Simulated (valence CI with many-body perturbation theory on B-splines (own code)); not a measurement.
# Level structure of Yb56+

Method: configuration interaction combined with many-body perturbation theory (CI+MBPT): four valence electrons over a frozen Dirac-Fock core [Ne], radial functions for each j: 9 s, 9 p, 8 d, 6 f, 3 g, 1 h, with the one-electron correlation potential Σ1 (screened to all orders), the two-electron term Σ2, the three-electron term Σ3, Breit, model QED; selected single and double excitations, second order for the rest, scaled by the run's own slope (own B-spline code, finite nucleus).

The last digits are not significant, and no measured levels were compared; by estimate large intervals hold to a few tenths of a per cent, small ones and those within an open d or f shell to about a per cent.

Levels 1 to 36 of 36, with energies above the lowest level, (3s^2 3p1/2^2) J=0. "Leading %" is the weight of the configuration and term that name the level; weights of strongly mixed levels are sums over their largest components and can fall short, so below about 35 % the name and the second component can differ from the true leading terms, or belong to a minority configuration. In the jj column 3d3/2^4 stands for four electrons in 3d with j = 3/2. Lifetimes count E1, E2, E3, M1 and M2 decay at the calculated energies, and are blank where another channel may lead or the interval is too uncertain; long ones can be off by a factor of two.

```
No.  Configuration  Term  J  E (× 10³ cm⁻¹)  Leading %  Lifetime      g                   Leading jj
  1        3s2 3p2    3P  0            0.00         69                           3s^2 3p1/2^2 (99 %)
  2        3s2 3p2    3P  1          2137.5         99   8.38 ns  1.490      3s^2 3p1/2 3p3/2 (99 %)
  3        3s2 3p2    1D  2          2208.3         64    630 ns  1.166      3s^2 3p1/2 3p3/2 (99 %)
  4         3s 3p3   3P°  2          3380.0         46   44.6 ps  1.534      3s 3p1/2^2 3p3/2 (96 %)
  5         3s 3p3   3D°  1          3592.3         30   1.86 ps  1.039      3s 3p1/2^2 3p3/2 (83 %)
  6      3s2 3p 3d   3F°  2          3793.1         74    120 ps  0.754      3s^2 3p1/2 3d3/2 (99 %)
  7      3s2 3p 3d   3D°  1          4115.3         45    333 fs  0.878      3s^2 3p1/2 3d3/2 (83 %)
  8        3s2 3p2    3P  2          4398.6         63   3.01 ns  1.310          3s^2 3p3/2^2 (98 %)
  9      3s2 3p 3d   3P°  2          4440.7         44   3.93 ps  1.291      3s^2 3p1/2 3d5/2 (96 %)
 10      3s2 3p 3d   3F°  3          4448.0         52   6.26 ps  1.108      3s^2 3p1/2 3d5/2 (98 %)
 11        3s2 3p2    1S  0          4552.4         68   2.71 ns                 3s^2 3p3/2^2 (98 %)
 12      3s 3p2 3d    3D  1          5066.1         43   21.1 ps  0.432      3s 3p1/2^2 3d3/2 (98 %)
 13      3s 3p2 3d    3D  2          5120.1         29   21.6 ps  1.135      3s 3p1/2^2 3d3/2 (97 %)
 14         3s 3p3   3D°  2          5463.0         50   2.62 ps  1.521      3s 3p1/2 3p3/2^2 (95 %)
 15         3s 3p3   3D°  3          5597.3         93   4.01 ps  1.311      3s 3p1/2 3p3/2^2 (93 %)
 16      3s 3p2 3d    3D  3          5677.1         33   5.23 ps  1.350      3s 3p1/2^2 3d5/2 (97 %)
 17         3s 3p3   3P°  0          5686.9         87   2.24 ps             3s 3p1/2 3p3/2^2 (87 %)
 18      3s 3p2 3d    3F  2          5782.1         28   4.69 ps  1.022      3s 3p1/2^2 3d5/2 (95 %)
 19         3s 3p3   3P°  1          5795.0         35   1.30 ps  1.270      3s 3p1/2 3p3/2^2 (83 %)
 20         3s 3p3   1D°  2          5799.4         56   1.03 ps  1.082      3s 3p1/2 3p3/2^2 (72 %)
 21         3s 3p3   3S°  1          5882.0         33    470 fs  1.348      3s 3p1/2 3p3/2^2 (96 %)
 22      3s2 3p 3d   3F°  3          6211.4         43    661 fs  1.090      3s^2 3p3/2 3d3/2 (93 %)
 23      3s2 3p 3d   3D°  2          6235.0         40    320 fs  1.059      3s^2 3p3/2 3d3/2 (72 %)
 24      3s2 3p 3d   3P°  1          6241.5         47    402 fs  1.120      3s^2 3p3/2 3d3/2 (84 %)
 25      3s2 3p 3d   3P°  0          6250.9         87    472 fs             3s^2 3p3/2 3d3/2 (87 %)
 26      3s2 3p 3d   3F°  4          6533.6         99   6.08 ns  1.239      3s^2 3p3/2 3d5/2 (99 %)
 27      3s2 3p 3d   3P°  2          6601.9         44   7.24 ps  1.237      3s^2 3p3/2 3d5/2 (95 %)
 28      3s2 3p 3d   3D°  3          6785.0         58   1.92 ps  1.194      3s^2 3p3/2 3d5/2 (94 %)
 29      3s2 3p 3d   1P°  1          6858.4         63   2.74 ps  1.074      3s^2 3p3/2 3d5/2 (96 %)
 30            3p4    3P  2          6983.0         24   3.07 ps  1.184  3s 3p1/2 3p3/2 3d3/2 (60 %)
 31      3s 3p2 3d    5D  0          7042.7         72   15.6 ps         3s 3p1/2 3p3/2 3d3/2 (91 %)
 32      3s 3p2 3d    5D  1          7064.3         52   20.3 ps  1.145  3s 3p1/2 3p3/2 3d3/2 (99 %)
 33      3s 3p2 3d    5F  3          7104.0         44   18.9 ps  1.137  3s 3p1/2 3p3/2 3d3/2 (96 %)
 34            3p4    3P  2          7125.5         26   1.34 ps  1.174  3s 3p1/2 3p3/2 3d3/2 (53 %)
 35            3p4    1S  0          7206.0         43   1.04 ps              3p1/2^2 3p3/2^2 (69 %)
 36      3s 3p2 3d    3G  4          7229.8         30   48.0 ps  1.168  3s 3p1/2 3p3/2 3d3/2 (93 %)
```

The ionisation energy to 3s2 3p 2P°_1/2 of the next ion comes out as 5732.2 eV (NIST: 5731 ± 5 eV (theoretical)). All 36 levels together are meant to be complete up to 7324.5 × 10³ cm⁻¹.
